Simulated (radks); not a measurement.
Results of a calculation; reference values are marked as such.
Charge is removed step by step from the 2p3/2 level of Br, starting from [He] 2s2 2p(1/2: 2, 3/2: 4) 3s2 3p6 3d10 4s2 4p5. Code: a radial shooting solver on a logarithmic mesh with Libxc functionals. Model: Dirac Kohn-Sham, PBEsol, spin-unpolarised, spherical densities, point nucleus; open shells fill j = l - 1/2 first.

| removed (e) | E - E(0) (eV) | eigenvalue (eV) | E minus straight line (eV) |
|---|---|---|---|
| 0 | 0.000 | -1511.6 | 0.000 |
| 0.125 | 189.59 | -1521.8 | -4.539 |
| 0.25 | 380.46 | -1532.1 | -7.799 |
| 0.375 | 572.61 | -1542.4 | -9.773 |
| 0.5 | 766.07 | -1552.8 | -10.449 |
| 0.625 | 960.82 | -1563.3 | -9.819 |
| 0.75 | 1156.9 | -1573.9 | -7.874 |
| 0.875 | 1354.3 | -1584.5 | -4.603 |
| 1 | 1553.0 | -1595.2 | 0.000 |

Removing the whole electron costs 1553.0 eV by Delta-SCF, against 1511.6 eV from minus the eigenvalue at the starting occupation. Slater's transition state (half an electron removed) gives 1552.8 eV. Integrating minus the eigenvalue over the occupation (Janak's theorem) gives 1553.0 eV. The mean slope of the eigenvalue, de/dn, is 83.6 eV per electron.
